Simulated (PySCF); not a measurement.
**Worked example: dipole moment from atomic charges**

W(O)(S)(Br)(SH) (BrHOS2W), SMILES [SH][W](=[O])(=[S])[Br], multiplicity 1. Atoms are numbered in the order given.

```xyz
6

W      0.1785    -0.3329    -0.0514
O      1.2009    -0.8904    -1.2965
S      1.1262    -0.6214     1.8451
Br    -0.3297     2.0204    -0.4055
S     -1.7192    -1.6989     0.0118
H     -1.7904    -1.8351    -1.3380
```
Charge 0, spin multiplicity 1.

Geometry: B3LYP-D3(BJ)/def2-SVP. The multiplicity is an assumed one; other spin states were not compared. The def2 effective core potentials stand for the cores of W; spin–orbit coupling is left out. Other conformers were not sampled.

Charges (e) from PySCF with PBE/def2-TZVP:

```csv
atom,Mulliken,ESP fit
W1,0.947,0.274
O2,-0.357,-0.222
S3,-0.236,-0.074
Br4,-0.239,-0.031
S5,-0.303,-0.163
H6,0.188,0.216
```

The dipole moment of the full density is 1.99 D.

### Question
What dipole moment does each set of point charges give, and which comes closer to that of the density?

### Answer

μ = Σ q r, and 1 e Å = 4.8032 D.
Mulliken: Σ q r = (-0.262, -0.164, -0.179) e Å, |μ| = 1.72 D.
ESP fit: Σ q r = (-0.397, -0.030, -0.141) e Å, |μ| = 2.03 D.
ESP fit comes closer in size. Point charges leave out the atoms' own dipoles (lone pairs, polarised bonds); fits to the potential absorb them, partitions of the density don't.
